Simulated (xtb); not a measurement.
xtb input (GFN2-xTB):

```bash
xtb mol.xyz --gfn 2 --ohess tight --chrg 0 --uhf 0
```
mol.xyz:
```
16

C     -2.36866571    -0.09991624    -0.07349996
C     -0.95355685    -0.44281901    -0.58645147
C      0.07841586     0.17465541     0.24828372
C      1.51191825    -0.15984603    -0.19117006
C      2.57335640     0.50362393     0.58241544
O      2.39505648     1.16707626     1.62854458
H     -2.52299680    -0.45144609     0.92128930
H     -3.15463889    -0.58166056    -0.75619243
H     -2.56946383     0.94429955    -0.07296398
H     -0.83820826    -1.56302627    -0.56107582
H     -0.91323934    -0.09572456    -1.57816398
H     -0.00395588    -0.10182805     1.32414074
H     -0.02871783     1.26378978     0.32630920
H      1.61183383    -1.19619293    -0.23968903
H      1.58541216     0.22941823    -1.25924214
H      3.61044563     0.25121320     0.26717725
```

Output:

```
           -------------------------------------------------
          |                Calculation Setup                |
           -------------------------------------------------

           -------------------------------------------------
          |                 G F N 2 - x T B                 |
           -------------------------------------------------

        Reference                      10.1021/acs.jctc.8b01176
      * Hamiltonian:
        H0-scaling (s, p, d)           1.850000    2.230000    2.230000
        zeta-weighting                 0.500000
      * Dispersion:
        s8                             2.700000
        a1                             0.520000
        a2                             5.000000
        s9                             5.000000
      * Repulsion:
        kExp                           1.500000    1.000000
        rExp                           1.000000
      * Coulomb:
        alpha                          2.000000
        third order                    shell-resolved
        anisotropic                    true
        a3                             3.000000
        a5                             4.000000
        cn-shift                       1.200000
        cn-exp                         4.000000
        max-rad                        5.000000

          ...................................................
          :                      SETUP                      :
          :.................................................:
          :  # basis functions                  34          :
          :  # atomic orbitals                  34          :
          :  # shells                           22          :
          :  # electrons                        36          :
          :  max. iterations                   250          :
          :  Hamiltonian                  GFN2-xTB          :
          :  restarted?                      false          :
          :  GBSA solvation                  false          :
          :  PC potential                    false          :
          :  electronic temp.          300.0000000     K    :
          :  accuracy                    1.0000000          :
          :  -> integral cutoff          0.2500000E+02      :
          :  -> integral neglect         0.1000000E-07      :
          :  -> SCF convergence          0.1000000E-05 Eh   :
          :  -> wf. convergence          0.1000000E-03 e    :
          :  Broyden damping             0.4000000          :
          :  net charge                          0          :
          :  unpaired electrons                  0          :
          ...................................................

 iter      E             dE          RMSdq      gap      omega  full diag
   1    -20.0185371 -0.200185E+02  0.399E+00    4.38       0.0  T
   2    -20.0765519 -0.580148E-01  0.199E+00    3.21       1.0  T
   3    -20.0853100 -0.875812E-02  0.144E+00    3.79       1.0  T
   4    -20.0909797 -0.566965E-02  0.211E-01    3.48       1.0  T
   5    -20.0911736 -0.193872E-03  0.864E-02    3.53       1.0  T
   6    -20.0911924 -0.188522E-04  0.328E-02    3.53       1.0  T
[...]
   6 C    6 C           3     1.5250051     1.5260924     1.5235407
   6 C    8 O           1     1.1976581     1.1976581     1.1976581

           -------------------------------------------------
          |               Frequency Printout                |
           -------------------------------------------------
 projected vibrational frequencies (cm⁻¹)
eigval :       -0.00    -0.00    -0.00     0.00     0.00     0.00
eigval :       58.26    99.37   133.43   161.32   232.44   289.03
Molecule has no symmetry elements
It seems to be the C1 point group
eigval :      397.26   668.84   686.24   782.80   864.46   939.27
eigval :      952.17   964.32  1080.92  1087.22  1109.66  1133.36
eigval :     1204.43  1252.52  1258.98  1277.94  1326.83  1370.02
eigval :     1381.93  1417.29  1434.67  1493.43  1498.37  1502.89
eigval :     1506.24  1794.64  2733.35  2942.26  2961.19  2962.35
eigval :     2977.35  2988.22  3000.25  3035.04  3036.18  3041.06
 reduced masses (amu)
   1: 11.43   2:  9.50   3: 11.24   4: 10.21   5: 13.41   6:  9.96   7:  7.89   8:  7.73
   9: 11.65  10:  6.01  11:  2.13  12: 10.88  13:  9.14  14: 11.32  15:  2.63  16:  2.04
  17:  3.00  18:  6.91  19:  3.25  20:  8.22  21:  8.62  22:  4.73  23:  7.88  24:  8.19
  25:  5.25  26:  4.53  27:  2.89  28:  1.79  29:  4.86  30:  5.37  31:  2.80  32:  3.18
  33:  2.18  34:  1.92  35:  1.81  36:  1.53  37:  1.68  38: 13.43  39:  1.67  40:  1.95
  41:  1.95  42:  1.50  43:  1.47  44:  2.01  45:  1.51  46:  1.96  47:  1.95  48:  1.25
 IR intensities (km·mol⁻¹)
   1:  1.57   2:  1.57   3:  1.36   4:  0.59   5:  1.31   6:  0.89   7:  2.12   8:  1.72
   9:  5.11  10:  0.40  11:  0.01  12:  2.36  13:  1.88  14: 13.06  15:  8.23  16:  7.63
  17:  0.30  18: 14.77  19:  6.90  20:  8.65  21:  1.17  22:  2.84  23:  1.54  24: 15.15
  25:  0.22  26: 17.58  27:  0.31  28:  0.05  29: 17.78  30:  4.06  31: 21.13  32:  1.68
  33: 19.57  34:  0.42  35:  0.30  36:  2.93  37:  1.93  38:289.80  39:171.28  40: 10.59
  41: 25.90  42: 11.90  43: 32.69  44: 56.11  45: 32.29  46: 53.29  47: 53.83  48: 27.66
 Raman intensities (Ä⁴*amu⁻¹)
   1:  0.00   2:  0.00   3:  0.00   4:  0.00   5:  0.00   6:  0.00   7:  0.00   8:  0.00
   9:  0.00  10:  0.00  11:  0.00  12:  0.00  13:  0.00  14:  0.00  15:  0.00  16:  0.00
  17:  0.00  18:  0.00  19:  0.00  20:  0.00  21:  0.00  22:  0.00  23:  0.00  24:  0.00
  25:  0.00  26:  0.00  27:  0.00  28:  0.00  29:  0.00  30:  0.00  31:  0.00  32:  0.00
  33:  0.00  34:  0.00  35:  0.00  36:  0.00  37:  0.00  38:  0.00  39:  0.00  40:  0.00
  41:  0.00  42:  0.00  43:  0.00  44:  0.00  45:  0.00  46:  0.00  47:  0.00  48:  0.00
 output can be read by thermo (or use thermo option).
 writing <g98.out> molden fake output.
 recommended (thermochemical) frequency scaling factor: 1.0
           -------------------------------------------------
          |             Thermodynamic Functions             |
           -------------------------------------------------

c1  symmetry found (for desy threshold:  0.10E+00) used in thermo

          ...................................................
          :                      SETUP                      :
          :.................................................:
          :  # frequencies                          42      :
          :  # imaginary freq.                       0      :
          :  linear?                             false      :
          :  only rotor calc.                    false      :
          :  symmetry                               c1      :
          :  rotational number                       1      :
          :  scaling factor                  1.0000000      :
          :  rotor cutoff                   50.0000000 cm⁻¹ :
          :  imag. cutoff                  -20.0000000 cm⁻¹ :
          :.................................................:

    mode    ω/cm⁻¹     T·S(HO)/kcal·mol⁻¹    T·S(FR)/kcal·mol⁻¹   T·S(vib)
   ------------------------------------------------------------------------
       1     58.26    -1.34621 ( 64.83%)    -1.01091 ( 35.17%)    -1.22829
       2     99.37    -1.03359 ( 93.98%)    -0.85289 (  6.02%)    -1.02270
       3    133.43    -0.86343 ( 98.07%)    -0.76562 (  1.93%)    -0.86154
       4    161.32    -0.75557 ( 99.09%)    -0.70941 (  0.91%)    -0.75515
       5    232.44    -0.55457 ( 99.79%)    -0.60126 (  0.21%)    -0.55467
       6    289.03    -0.44115 ( 99.91%)    -0.53672 (  0.09%)    -0.44123
   ------------------------------------------------------------------------

   temp. (K)  partition function   enthalpy   heat capacity  entropy
                                   cal/mol     cal/K/mol   cal/K/mol   J/K/mol
Note: The following floating-point exceptions are signalling: IEEE_UNDERFLOW_FLAG IEEE_DENORMAL
normal termination of xtb
 298.15  VIB   116.                 3040.688     19.242     19.208
         ROT  0.191E+06              888.752      2.981     27.146
         INT  0.222E+08             3929.441     22.223     46.354
         TR   0.773E+27             1481.254      4.968     39.255
         TOT                        5410.6945    27.1909    85.6089   358.1876

       T/K    H(0)-H(T)+PV         H(T)/Eh          T*S/Eh         G(T)/Eh
   ------------------------------------------------------------------------
    298.15    0.862249E-02    0.147677E+00    0.406755E-01    0.107001E+00
   ------------------------------------------------------------------------

         :::::::::::::::::::::::::::::::::::::::::::::::::::::
         ::                  THERMODYNAMIC                  ::
         :::::::::::::::::::::::::::::::::::::::::::::::::::::
         :: total free energy         -19.742467355817 Eh   ::
         ::.................................................::
         :: total energy              -19.849468685663 Eh   ::
         :: zero point energy           0.139054384236 Eh   ::
         :: G(RRHO) w/o ZPVE           -0.032053054391 Eh   ::
         :: G(RRHO) contrib.            0.107001329846 Eh   ::
         :::::::::::::::::::::::::::::::::::::::::::::::::::::

optimized geometry written to: xtbopt.xyz

           -------------------------------------------------
          | TOTAL ENERGY              -19.849468685663 Eh   |
          | TOTAL ENTHALPY            -19.701791810858 Eh   |
          | TOTAL FREE ENERGY         -19.742467355817 Eh   |
          | GRADIENT NORM               0.000241735003 Eh/α |
          | HOMO-LUMO GAP               3.863714222851 eV   |
           -------------------------------------------------

------------------------------------------------------------------------
------------------------------------------------------------------------
 total:
 SCF:
 ANC optimizer:
 analytical hessian:
```
